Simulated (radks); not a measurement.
Results of a calculation; reference values are marked as such.
Task: The hafnium ion Hf3+, 69 electrons, occupied as [Xe] 4f13 6s1 6p1 (not the ground configuration). Level of theory: Dirac Kohn-Sham, PBE, spin-unpolarised, spherical densities, point nucleus; open shells fill j = l - 1/2 first (a radial shooting solver on a logarithmic mesh with Libxc functionals). Some entries of the table are withheld. Estimate them.

orbital,occ.,eigenvalue (eV),r(max) (bohr)
1s1/2,2,-65245.40,0.01190
2s1/2,2,-11188.38,0.06824
2p1/2,2,-10686.53,0.05091
2p3/2,4,-9494.674,0.05754
3s1/2,2,-2584.843,0.1924
3p1/2,2,-2362.624,0.1804
3p3/2,4,-2107.222,0.1940
3d3/2,4,-1731.575,0.1524
3d5/2,6,-1675.890,0.1562
4s1/2,2,-556.8132,0.4376
4p1/2,2,(1),0.4381
4p3/2,4,(2),0.4670
4d3/2,4,-257.4923,0.4653
4d5/2,6,-246.7075,0.4745
5s1/2,2,(3),1.004
5p1/2,2,-79.5408,1.077
5p3/2,4,-70.8046,1.156
4f5/2,6,-61.5566,0.4488
4f7/2,7,-59.7206,0.4537
6s1/2,1,-30.2753,2.414
6p1/2,1,-23.7688,2.750
6p3/2,0,-22.3050,2.914

Result: 
(1) 4p1/2 eigenvalue (eV): -465.7575
(2) 4p3/2 eigenvalue (eV): -407.0842
(3) 5s1/2 eigenvalue (eV): -106.4141
